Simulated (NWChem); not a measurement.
System: MgH₂S₂; SMILES [SH][Mg][SH]

Here is an NWChem input.

```
start job
memory heap 200 mb stack 900 mb global 1100 mb
geometry units angstroms noautoz
  Mg    -0.065421    -0.217193     0.353590
  S      0.051057    -2.521357     0.395084
  H      0.968559    -2.568318    -0.598682
  S     -0.164368     2.088338     0.369093
  H     -1.142428     2.129154    -0.565219
end
basis spherical
  * library sto-3g
end
dft
  xc hfexch
  iterations 150
  mulliken
end
task dft energy
```

NWChem printed, in part:

```
             Northwest Computational Chemistry Package (NWChem) 7.3.0
             --------------------------------------------------------

 C1  symmetry detected

                             Geometry "geometry" -> ""
                             -------------------------

 Output coordinates in angstroms (scale by  1.889725989 to convert to a.u.)

  No.       Tag          Charge          X              Y              Z
 ---- ---------------- ---------- -------------- -------------- --------------
    1 Mg                  12.0000     0.02075209     0.00017199    -0.00555499
    2 S                   16.0000     0.04977476     2.30736587    -0.02734282
    3 H                    1.0000    -0.92768095     2.40380050     0.90371400
    4 S                   16.0000     0.04903868    -2.30704171     0.03277105
    5 H                    1.0000    -0.90235918    -2.41105090    -0.92390572

 Effective nuclear repulsion energy (a.u.)     138.1264356574

  xc_inp: hfexch multiplicative factor not found.

                                 NWChem DFT Module
                                 -----------------

 Summary of "ao basis" -> "ao basis" (spherical)
 ------------------------------------------------------------------------------
       Tag                 Description            Shells   Functions and Types
 ---------------- ------------------------------  ------  ---------------------
 Mg                          sto-3g                  5        9   3s2p
 S                           sto-3g                  5        9   3s2p
 H                           sto-3g                  1        1   1s

            General Information
            -------------------
          SCF calculation type: DFT
          Wavefunction type:  closed shell.
          No. of atoms     :     5
          No. of electrons :    46
           Alpha electrons :    23
            Beta electrons :    23
          Charge           :     0
          Spin multiplicity:     1
          Use of symmetry is: off; symmetry adaption is: off
          Maximum number of iterations: 150
          AO basis - number of functions:    29
                     number of shells:    17
          Convergence on energy requested:  1.00D-06
          Convergence on density requested:  1.00D-05
          Convergence on gradient requested:  5.00D-04

              XC Information
              --------------
                     Hartree-Fock (Exact) Exchange  1.000

      Superposition of Atomic Density Guess
      -------------------------------------

 Sum of atomic energies:        -984.16481505

      Non-variational initial energy
      ------------------------------

 Total energy =    -983.876216
 1-e energy   =   -1652.059100
 2-e energy   =     530.056447
 HOMO         =      -0.120626
 LUMO         =       0.212386

     ---------------------------------------------
      Total Density - Mulliken Population Analysis
     ---------------------------------------------

    Atom       Charge   Shell Charges
 -----------   ------   -------------------------------------------------------
    1 Mg  12    10.96   2.00  1.97  5.59  0.77  0.62
    2 S   16    16.63   2.00  2.00  5.97  1.89  4.77
    3 H    1     0.89   0.89
    4 S   16    16.63   2.00  2.00  5.97  1.89  4.77
    5 H    1     0.89   0.89

   convergence    iter        energy       DeltaE   RMS-Dens  Diis-err
 ---------------- ----- ----------------- --------- --------- ---------
 d= 0,ls=0.0,diis     1   -984.6088953575 -1.12D+03  2.96D-02  3.29D-01
 d= 0,ls=0.0,diis     2   -984.6820918107 -7.32D-02  5.94D-03  1.20D-02
 d= 0,ls=0.0,diis     3   -984.6850919777 -3.00D-03  1.73D-03  7.38D-04
 d= 0,ls=0.0,diis     4   -984.6853328719 -2.41D-04  4.20D-04  2.14D-05
 d= 0,ls=0.0,diis     5   -984.6853428437 -9.97D-06  7.77D-05  5.70D-07
 d= 0,ls=0.0,diis     6   -984.6853431475 -3.04D-07  1.08D-05  1.13D-08
 d= 0,ls=0.0,diis     7   -984.6853431529 -5.43D-09  1.11D-06  1.70D-10

         Total DFT energy =     -984.685343152887
      One electron energy =    -1651.419364132996
           Coulomb energy =      596.028284264988
    Exchange-Corr. energy =      -67.420698942252
 Nuclear repulsion energy =      138.126435657374

 Numeric. integr. density =        0.000000000000

                       DFT Final Molecular Orbital Analysis
                       ------------------------------------

 Vector   21  Occ=2.000000D+00  E=-2.251405D-01
              MO Center=  5.7D-02, -1.6D-03,  2.4D-03, r^2= 6.2D+00
   Bfn.  Coefficient  Atom+Function         Bfn.  Coefficient  Atom+Function
  ----- ------------  ---------------      ----- ------------  ---------------
    17      0.610774  2 S  py                27      0.610262  4 S  py
     8     -0.298237  1 Mg py                 4      0.193155  1 Mg py
    13     -0.192611  2 S  py                23     -0.192450  4 S  py
    15      0.165951  2 S  s                 25     -0.165960  4 S  s
    28     -0.123957  4 S  pz                18     -0.115862  2 S  pz

 Vector   22  Occ=2.000000D+00  E=-2.098194D-01
              MO Center=  6.0D-02,  1.7D-01,  7.0D-04, r^2= 6.2D+00
   Bfn.  Coefficient  Atom+Function         Bfn.  Coefficient  Atom+Function
  ----- ------------  ---------------      ----- ------------  ---------------
    16      0.527812  2 S  px                18      0.530137  2 S  pz
    26     -0.503560  4 S  px                28      0.475759  4 S  pz
    12     -0.161317  2 S  px                14     -0.161673  2 S  pz
    22      0.153921  4 S  px                24     -0.145052  4 S  pz
     9      0.098092  1 Mg pz                 5     -0.056790  1 Mg pz

 Vector   23  Occ=2.000000D+00  E=-2.096461D-01
              MO Center=  4.3D-02, -1.7D-01,  4.4D-03, r^2= 6.2D+00
   Bfn.  Coefficient  Atom+Function         Bfn.  Coefficient  Atom+Function
  ----- ------------  ---------------      ----- ------------  ---------------
    28     -0.535788  4 S  pz                26      0.523865  4 S  px
    18      0.511313  2 S  pz                16      0.469873  2 S  px
    24      0.163722  4 S  pz                22     -0.159766  4 S  px
    14     -0.156260  2 S  pz                12     -0.143264  2 S  px
     7      0.096788  1 Mg px                 3     -0.056018  1 Mg px

 Vector   24  Occ=0.000000D+00  E= 3.148547D-01
              MO Center= -2.1D-02, -5.2D-04, -1.1D-02, r^2= 3.0D+00
   Bfn.  Coefficient  Atom+Function         Bfn.  Coefficient  Atom+Function
  ----- ------------  ---------------      ----- ------------  ---------------
     6      1.019088  1 Mg s                 17      0.542370  2 S  py
    27     -0.542695  4 S  py                 2     -0.396124  1 Mg s
    15     -0.209616  2 S  s                 25     -0.208941  4 S  s
    13     -0.154303  2 S  py                23      0.154402  4 S  py
     1      0.103821  1 Mg s                  7     -0.050711  1 Mg px

 Vector   25  Occ=0.000000D+00  E= 4.481248D-01
              MO Center= -2.4D-02,  5.4D-02,  6.4D-03, r^2= 1.9D+00
   Bfn.  Coefficient  Atom+Function         Bfn.  Coefficient  Atom+Function
  ----- ------------  ---------------      ----- ------------  ---------------
     9      1.003256  1 Mg pz                 5     -0.483586  1 Mg pz
    19     -0.263764  3 H  s                  7     -0.252167  1 Mg px
    26      0.165098  4 S  px                16     -0.162830  2 S  px
    29      0.161593  5 H  s                 15      0.129491  2 S  s
     3      0.121550  1 Mg px                25     -0.075323  4 S  s

 Vector   26  Occ=0.000000D+00  E= 4.483932D-01
              MO Center=  3.9D-02, -5.4D-02, -1.0D-02, r^2= 1.9D+00
   Bfn.  Coefficient  Atom+Function         Bfn.  Coefficient  Atom+Function
  ----- ------------  ---------------      ----- ------------  ---------------
     7      1.002444  1 Mg px                 3     -0.483157  1 Mg px
    29      0.266446  5 H  s                  9      0.251950  1 Mg pz
    19      0.165317  3 H  s                 18     -0.164282  2 S  pz
    28      0.160036  4 S  pz                25     -0.148810  4 S  s
     5     -0.121427  1 Mg pz                15     -0.100151  2 S  s

     ---------------------------------------------
      Total Density - Mulliken Population Analysis
     ---------------------------------------------

    Atom       Charge   Shell Charges
 -----------   ------   -------------------------------------------------------
    1 Mg  12    11.21   2.00  1.97  5.65  0.76  0.82
    2 S   16    16.30   2.00  2.00  5.97  1.89  4.44
    3 H    1     1.10   1.10
    4 S   16    16.30   2.00  2.00  5.97  1.89  4.44
    5 H    1     1.10   1.10

     -------------------------------------------
      Total Density - Lowdin Population Analysis
     -------------------------------------------

    Atom       Charge   Shell Charges
 -----------   ------   -------------------------------------------------------
    1 Mg  12    11.31   2.00  1.93  5.49  0.82  1.07
    2 S   16    16.24   2.00  2.00  5.94  1.82  4.48
    3 H    1     1.11   1.11
    4 S   16    16.24   2.00  2.00  5.94  1.82  4.48
    5 H    1     1.11   1.11

     Multipole analysis of the density
     ---------------------------------

     L   x y z        total         alpha         beta         nuclear
     -   - - -        -----         -----         ----         -------
     0   0 0 0     -0.000000    -23.000000    -23.000000     46.000000

     1   1 0 0     -0.267473     -0.133736     -0.133736      0.000000
     1   0 1 0     -0.000770     -0.000385     -0.000385     -0.000000
     1   0 0 1     -0.019434     -0.009717     -0.009717      0.000000

[...]
```

Level: Hartree-Fock/STO-3G. Structure relaxed at the PBE0/def2-SVP level.
